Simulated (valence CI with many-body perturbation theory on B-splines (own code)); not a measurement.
W⁶⁹⁺: electric-dipole lines

Calculated by valence CI with perturbative core correlation (CI+MBPT): three valence electrons over a frozen Dirac-Fock core [He], a basis of 11 s, 11 p, 10 d, 8 f, 5 g, 2 h functions for each j, with the one-electron correlation potential Σ1, the two-electron term Σ2, the three-electron term Σ3, Breit, model QED; selected CI, second order for the rest, scaled by the run's own slope (own B-spline code, finite nucleus).

The last digits are not significant, and no measured levels were compared; by estimate large intervals hold to a few tenths of a per cent, small ones and those within an open d or f shell to about a per cent.

Lines 151 to 200 of 573 in falling wavelength, among levels below 15403 eV, chosen from the strongest by gf and those to the six lowest levels. Wavelengths and rates use the calculated energies. Electric multipoles are in the length gauge, E1 and E2 with the static RPA response of the core. Weak lines are less certain than strong ones. Lines between different terms over intervals too small for the method are left out, as are lines whose strength nearly cancels. The highest levels of a list are the least certain.

Levels are named by their leading jj configuration (3d3/2^4 stands for four electrons in 3d with j = 3/2), which in mixed levels can hold well under half, so a name can repeat and another be missing. Letters in brackets count levels of one name in rising energy.

| λ vac (nm) | Upper | Lower | A (s⁻¹) | S (a.u.) with core polarisation | S without |
| --- | --- | --- | --- | --- | --- |
| 0.7332 | (2p3/2^2 3d5/2) J=5/2 [a] | (2s 2p3/2 3d5/2) J=5/2 [b] | 3.33e+12 | 3.89e-03 | 3.89e-03 |
| 0.7331 | (2p3/2^2 3s) J=3/2 | (2s 2p3/2 3s) J=1/2 | 6.39e+12 | 4.97e-03 | 4.98e-03 |
| 0.7325 | (2p3/2^2 3d5/2) J=3/2 | (2s 2p3/2 3d5/2) J=3/2 [b] | 3.44e+12 | 2.67e-03 | 2.68e-03 |
| 0.7324 | (2p3/2^2 3d5/2) J=3/2 | (2s 2p3/2 3d5/2) J=5/2 [b] | 2.92e+12 | 2.27e-03 | 2.27e-03 |
| 0.7308 | (2p1/2 2p3/2^2) J=3/2 | (2s 2p1/2 2p3/2) J=1/2 | 6.82e+12 | 5.25e-03 | 5.26e-03 |
| 0.7303 | (2p3/2^2 3p3/2) J=3/2 [a] | (2s 2p3/2 3p3/2) J=1/2 [b] | 6.84e+12 | 5.26e-03 | 5.26e-03 |
| 0.7238 | (2p1/2 2p3/2 3d5/2) J=3/2 [a] | (2s 2p1/2 3d5/2) J=3/2 | 4.16e+12 | 3.12e-03 | 3.12e-03 |
| 0.7230 | (2p1/2 2p3/2 3d5/2) J=5/2 [a] | (2s 2p1/2 3d5/2) J=5/2 [b] | 3.11e+12 | 3.48e-03 | 3.48e-03 |
| 0.7223 | (2p1/2 2p3/2 3p3/2) J=3/2 [a] | (2s 2p1/2 3p3/2) J=3/2 [b] | 2.91e+12 | 2.17e-03 | 2.17e-03 |
| 0.7220 | (2p1/2 2p3/2^2) J=5/2 | (2s 2p1/2 2p3/2) J=3/2 [b] | 8.32e+12 | 9.27e-03 | 9.29e-03 |
| 0.7205 | (2p1/2 2p3/2 3d3/2) J=5/2 [a] | (2s 2p1/2 3d3/2) J=5/2 | 4.36e+12 | 4.83e-03 | 4.83e-03 |
| 0.7191 | (2p1/2 2p3/2 3d5/2) J=9/2 | (2s 2p1/2 3d5/2) J=7/2 | 7.21e+12 | 1.32e-02 | 1.32e-02 |
| 0.7190 | (2p1/2 2p3/2 3s) J=3/2 [b] | (2s 2p1/2 3s) J=1/2 [b] | 6.55e+12 | 4.81e-03 | 4.82e-03 |
| 0.7187 | (2p1/2 2p3/2 3p1/2) J=3/2 [a] | (2s 2p1/2 3p1/2) J=3/2 | 3.87e+12 | 2.84e-03 | 2.84e-03 |
| 0.7186 | (2p1/2 2p3/2 3p3/2) J=7/2 | (2s 2p1/2 3p3/2) J=5/2 | 8.10e+12 | 1.19e-02 | 1.19e-02 |
| 0.7185 | (2p3/2^3) J=3/2 | (2s 2p3/2^2) J=3/2 | 1.76e+13 | 1.29e-02 | 1.29e-02 |
| 0.7183 | (2p3/2^3) J=3/2 | (2s 2p3/2^2) J=1/2 | 4.06e+12 | 2.97e-03 | 2.98e-03 |
| 0.7180 | (2p1/2 2p3/2 3d5/2) J=5/2 [a] | (2s 2p1/2 3d5/2) J=7/2 | 2.11e+12 | 2.31e-03 | 2.31e-03 |
| 0.7158 | (2p3/2^2 3p3/2) J=3/2 [b] | (2s 2p3/2 3p3/2) J=3/2 [b] | 9.35e+12 | 6.77e-03 | 6.78e-03 |
| 0.7158 | (2p3/2^2 3p3/2) J=1/2 | (2s 2p3/2 3p3/2) J=1/2 [a] | 7.86e+12 | 2.85e-03 | 2.85e-03 |
| 0.7158 | (2s 2p3/2 3d5/2) J=7/2 [b] | (2s^2 3d5/2) J=5/2 | 9.93e+12 | 1.44e-02 | 1.44e-02 |
| 0.7157 | (2p1/2 2p3/2 3d5/2) J=5/2 [b] | (2s 2p1/2 3d5/2) J=3/2 | 3.44e+12 | 3.74e-03 | 3.74e-03 |
| 0.7155 | (2p3/2^2 3d5/2) J=5/2 [b] | (2s 2p3/2 3d5/2) J=5/2 [b] | 5.78e+12 | 6.27e-03 | 6.28e-03 |
| 0.7154 | (2p1/2 2p3/2 3d5/2) J=5/2 [b] | (2s 2p1/2 3d5/2) J=5/2 [b] | 2.35e+12 | 2.55e-03 | 2.56e-03 |
| 0.7151 | (2p1/2 2p3/2 3p3/2) J=3/2 [b] | (2s 2p1/2 3p3/2) J=1/2 | 4.08e+12 | 2.95e-03 | 2.95e-03 |
| 0.7147 | (2s 2p3/2 3p3/2) J=5/2 [b] | (2s^2 3p3/2) J=3/2 | 1.11e+13 | 1.20e-02 | 1.20e-02 |
| 0.7145 | (2p1/2 2p3/2 3d3/2) J=5/2 [b] | (2s 2p1/2 3d3/2) J=3/2 [b] | 7.18e+12 | 7.75e-03 | 7.77e-03 |
| 0.7144 | (2p3/2^2 3d3/2) J=3/2 [b] | (2s 2p3/2 3d3/2) J=1/2 [b] | 3.47e+12 | 2.50e-03 | 2.50e-03 |
| 0.7143 | (2p1/2 2p3/2 3d5/2) J=7/2 [a] | (2s 2p1/2 3d5/2) J=5/2 [a] | 6.27e+12 | 9.02e-03 | 9.03e-03 |
| 0.7142 | (2p3/2^2 3p3/2) J=5/2 | (2s 2p3/2 3p3/2) J=5/2 [a] | 5.80e+12 | 6.26e-03 | 6.27e-03 |
| 0.7139 | (2p1/2 2p3/2 3p3/2) J=5/2 [a] | (2s 2p1/2 3p3/2) J=3/2 [a] | 5.15e+12 | 5.55e-03 | 5.55e-03 |
| 0.7138 | (2p1/2 2p3/2 3d3/2) J=7/2 | (2s 2p1/2 3d3/2) J=5/2 | 7.23e+12 | 1.04e-02 | 1.04e-02 |
| 0.7138 | (2p1/2 2p3/2 3d3/2) J=3/2 [b] | (2s 2p1/2 3d3/2) J=1/2 | 3.85e+12 | 2.77e-03 | 2.77e-03 |
| 0.7138 | (2p3/2^2 3d5/2) J=7/2 | (2s 2p3/2 3d5/2) J=7/2 [a] | 3.83e+12 | 5.50e-03 | 5.51e-03 |
| 0.7137 | (2s 2p3/2 3d3/2) J=3/2 [b] | (2s^2 3d3/2) J=3/2 | 1.02e+13 | 7.34e-03 | 7.35e-03 |
| 0.7134 | (2p1/2 2p3/2 3p1/2) J=5/2 | (2s 2p1/2 3p1/2) J=3/2 | 8.15e+12 | 8.76e-03 | 8.78e-03 |
| 0.7128 | (2p1/2 2p3/2 3p1/2) J=3/2 [b] | (2s 2p1/2 3p1/2) J=1/2 [b] | 8.26e+12 | 5.90e-03 | 5.91e-03 |
| 0.7126 | (2p1/2 2p3/2 3d5/2) J=7/2 [b] | (2s 2p1/2 3d5/2) J=5/2 [b] | 3.87e+12 | 5.52e-03 | 5.53e-03 |
| 0.7122 | (2p1/2 2p3/2 3d3/2) J=3/2 [b] | (2s 2p1/2 3d3/2) J=3/2 [b] | 4.09e+12 | 2.92e-03 | 2.92e-03 |
| 0.7116 | (2p3/2^2 3d5/2) J=1/2 | (2s 2p3/2 3d5/2) J=3/2 [a] | 7.14e+12 | 2.54e-03 | 2.54e-03 |
| 0.7112 | (2p1/2 2p3/2 3p3/2) J=5/2 [a] | (2s^2 3d5/2) J=5/2 | 2.48e+12 | 2.64e-03 | 2.64e-03 |
| 0.7109 | (2p3/2^2 3d5/2) J=7/2 | (2s 2p3/2 3d5/2) J=5/2 [a] | 3.58e+12 | 5.09e-03 | 5.09e-03 |
| 0.7106 | (2p3/2^2 3d3/2) J=3/2 [b] | (2s 2p3/2 3d3/2) J=5/2 [b] | 9.81e+12 | 6.95e-03 | 6.96e-03 |
| 0.7105 | (2p3/2^2 3p1/2) J=1/2 | (2s 2p3/2 3p1/2) J=3/2 [b] | 1.27e+13 | 4.48e-03 | 4.49e-03 |
| 0.7104 | (2s 2p3/2 3d3/2) J=5/2 [b] | (2s^2 3d3/2) J=3/2 | 1.02e+13 | 1.08e-02 | 1.09e-02 |
| 0.7103 | (2p3/2^2 3s) J=1/2 | (2s 2p3/2 3s) J=3/2 [b] | 1.24e+13 | 4.38e-03 | 4.39e-03 |
| 0.7099 | (2p3/2^2 3p1/2) J=1/2 | (2s 2p3/2 3p1/2) J=1/2 | 6.05e+12 | 2.14e-03 | 2.14e-03 |
| 0.7098 | (2p1/2 2p3/2 3s) J=5/2 | (2s 2p1/2 3s) J=3/2 | 8.04e+12 | 8.51e-03 | 8.52e-03 |
| 0.7096 | (2s 2p3/2 3p1/2) J=1/2 | (2s^2 3p1/2) J=1/2 | 1.20e+13 | 4.22e-03 | 4.23e-03 |
| 0.7096 | (2p1/2 2p3/2 3d3/2) J=1/2 [b] | (2s 2p1/2 3d3/2) J=1/2 | 7.46e+12 | 2.63e-03 | 2.63e-03 |
